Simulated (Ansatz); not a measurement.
Cost and result for the atomization energy of CH6FNOSn, SMILES `[CH3][Sn]([NH2])([OH])[F]` (11 atoms, 10 bonds).

```xyz
11

C     1.2496    1.1393    0.6351
Sn   -0.3730   -0.0380   -0.0295
N     0.0814   -1.9193   -0.5348
O    -1.3309    0.6906   -1.5660
F    -1.7284    0.0086    1.3525
H     1.8326    0.5836    1.3688
H     0.8602    2.0489    1.0897
H     1.8794    1.3918   -0.2172
H     0.4168   -2.4993    0.2226
H    -0.6785   -2.4013   -0.9973
H    -2.2094    0.9951   -1.3238
```

Charge 0, multiplicity 1. Correlated methods include outer-core shells of Sn, which these sets cover unevenly. Sn: def2 effective core potential. The geometry is a stationary point of PBE0-D4/def2-TZVP. It is one conformer, not always the lowest. Program: Ansatz. All runs use 4 threads of an Intel Xeon Platinum 8488C on a shared host. Times are those of one run each, without the atoms' runs, and a repeat can differ threefold. Electronic energies, without spin–orbit coupling; frozen cores. CCSD(T)/CBS adds CCSD(T) − MP2 in def2-TZVPP to the MP2 limit, and its time is that of the two runs behind it. T1 = 0.013. With those shells the extrapolation isn't a true limit.

CCSD(T)/CBS is a level of theory with its own doubt, some kJ/mol a heavy atom from the limit and from the frozen cores, so smaller differences don't rank the functionals.

```json
{"level": "LDA (SPW92)/def2-TZVPP", "functions": "258", "wall time": "0.95 s"}
{"level": "BLYP-D4/def2-TZVPP", "functions": "258", "wall time": "1.4 s"}
{"level": "PBE-D4/def2-TZVPP (with forces)", "functions": "258", "wall time": "1.8 s"}
{"level": "PBE0-D4/def2-TZVPP", "functions": "258", "wall time": "2.1 s"}
{"level": "BHLYP-D4/def2-TZVPP", "functions": "258", "wall time": "2.2 s"}
{"level": "CAM-B3LYP-D4/def2-TZVPP", "functions": "258", "wall time": "2.6 s"}
{"level": "PBE-QIDH/def2-TZVPP", "functions": "258", "wall time": "4.3 s"}
{"level": "B2PLYP/def2-TZVPP", "functions": "258", "wall time": "4.4 s"}
{"level": "ωB97X-V/def2-TZVPP", "functions": "258", "wall time": "5.5 s"}
{"level": "CCSD(T)/def2-SVP", "functions": "112", "wall time": "7 s"}
{"level": "MP2/def2-QZVPP", "functions": "490", "wall time": "16 s"}
{"level": "CCSD(T)/def2-TZVPP", "functions": "258", "wall time": "2.9 min"}
{"level": "CCSD(T)/CBS(def2)", "functions": "–", "wall time": "3.2 min"}
```

What atomization energy does each give, and how far from CCSD(T)/CBS? (An estimate is asked.)

The calculation gave: 
```tsv
level	atomization (kJ/mol)	difference from CCSD(T)/CBS	per bond
LDA (SPW92)/def2-TZVPP	4413.4	550.1	55.0
BLYP-D4/def2-TZVPP	3831.5	-31.8	-3.2
PBE-D4/def2-TZVPP (with forces)	3895.6	32.3	3.2
PBE0-D4/def2-TZVPP	3791.1	-72.2	-7.2
BHLYP-D4/def2-TZVPP	3664.2	-199.1	-19.9
CAM-B3LYP-D4/def2-TZVPP	3840.3	-23.0	-2.3
PBE-QIDH/def2-TZVPP	3763.7	-99.6	-10.0
B2PLYP/def2-TZVPP	3778.6	-84.7	-8.5
ωB97X-V/def2-TZVPP	3842.8	-20.5	-2.0
CCSD(T)/def2-SVP	3520.9	-342.4	-34.2
MP2/def2-QZVPP	3874.0	10.7	1.1
CCSD(T)/def2-TZVPP	3728.8	-134.5	-13.5
CCSD(T)/CBS(def2)	3863.3	0.0	0.0
```

At CCSD(T), def2-SVP lies −342.4 kJ/mol from the extrapolated value and def2-TZVPP −134.5 kJ/mol: correlation converges slowly with the basis, and small sets miss more of it in the bonded molecule than in its fragments. In def2-TZVPP, CCSD(T) changes the Hartree–Fock value by +1123.5 kJ/mol (the triples alone add +67.6 kJ/mol) and MP2 by +1187.2 kJ/mol; breaking electron pairs costs correlation energy, which Hartree–Fock lacks. From r2SCAN to r2SCAN0 (25 % exact exchange), in def2-TZVPP and without D4, the atomization energy moves by −90.9 kJ/mol: exact exchange takes away binding that semilocal exchange gives to molecules.

Spin–orbit coupling would lower the free Sn atoms strongly, and the atomization energy with them, by more than many differences here. For some Ge, Se and Sn compounds the MP2-based and the directly extrapolated limit differ by 10 to 25 kJ/mol.
